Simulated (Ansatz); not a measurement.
# Relative stability

Two relaxed structures of SnH$_{2}$Cl (charge +1), singlet (PBE0-D4/def2-TZVP; forces vanish, vibrations not checked).

A:

```
4
angstrom
Cl -1.9052 0.1512 -0.6722
Sn 0.1966 -0.0156 0.0694
H 0.5952 -1.5208 0.7089
H 1.1134 1.3852 -0.1061
```

B:

| atom | x (Å) | y (Å) | z (Å) |
| --- | --- | --- | --- |
| Cl1 | -2.0008 | 0.7007 | -0.8730 |
| Sn2 | 0.1984 | -0.1350 | 0.4625 |
| H3 | -2.9012 | -0.1496 | -0.5038 |
| H4 | 0.8757 | 1.2488 | -0.3863 |

Ansatz 0.2.0; basis: def2-TZVPP; cores frozen in the correlated methods. Filled d shells of the heavier atoms are correlated. Core potentials replace the inner electrons of the atoms past krypton. The def2 sets are not built for correlating such inner shells, so the correlated values are less sure here. B3LYP uses VWN-RPA correlation.

Problem. Which structure is lower at CCSD(T), and by how much? (To be estimated.)

Solution. By the calculation: B, by 0.250 eV (electronic energy, against the other). By their contacts, A is SnH₂Cl ([Cl][SnH2]), total charge +1 and B is SnH₂Cl ([ClH][SnH]), total charge +1.

All methods give the same order:

| method | E(B) − E(A) (eV) |
| --- | --- |
| PBE-D4 | -0.326 |
| r2SCAN-D4 | -0.181 |
| PBE0-D4 | -0.243 |
| B3LYP-D4 | -0.415 |
| wB97M-V | -0.276 |
| HF | -0.171 |
| MP2 | -0.304 |
| CCSD | -0.283 |
| CCSD(T) | -0.250 |

T1 diagnostic: at most 0.015.

Labels in which every atom is bracketed show which atoms are joined, not bond orders.

For scale, one of the runs: CCSD(T)/def2-TZVPP, 120 basis functions, launched by `ansatz run in.yaml --threads 2 --pin off --events-out ev --progress --plain --max-ram 4352MiB`. The run took about 12 s on 2 CPU threads of an Intel Xeon Platinum 8259CL (shared host).
